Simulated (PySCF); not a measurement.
## C₆ coefficients of unlike pairs at UHF

Calculated with PySCF 2.14 from the dipole response of each species, C₆(A,B) = (3/π) ∫ α_A(iu) α_B(iu) du, in atomic units, from isotropic polarisabilities. For ions this is the dispersion term alone; charge-induced terms of lower order in 1/R come first.

```csv
species,configuration,basis,relativity,α (bohr³),C₆ (like pair)
P³⁺,[Ne] 3s2 (1S),def2-TZVPPD (6s5p4d1f),none,7.163,18.76
Ti³⁺,[Ar] 3d1 (2D),aug-cc-pVTZ-DK (8s7p5d3f2g),spin-free X2C,2.188,5.577
Ni⁺,[Ar] 3d9 (2D),aug-cc-pVDZ (7s6p4d2f),none,5.380,16.84
Al²⁺,[Ne] 3s1 (2S),def2-QZVPPD (10s6p5d2f1g),none,15.43,43.93
```

(1) Estimate C₆ for Ni⁺ with P³⁺.

No spin-orbit coupling is included.

The other pairs:

```csv
pair,C₆
"Al²⁺, P³⁺",27.28
"Al²⁺, Ti³⁺",11.22
"Ti³⁺, P³⁺",8.806
"Ni⁺, Ti³⁺",9.488
"Al²⁺, Ni⁺",22.87
```

## Answers

(1) The integral gives 16.77. The combination rule 2 C_A C_B / (C_A α_B/α_A + C_B α_A/α_B) gives 17.31 and the geometric mean 17.77.
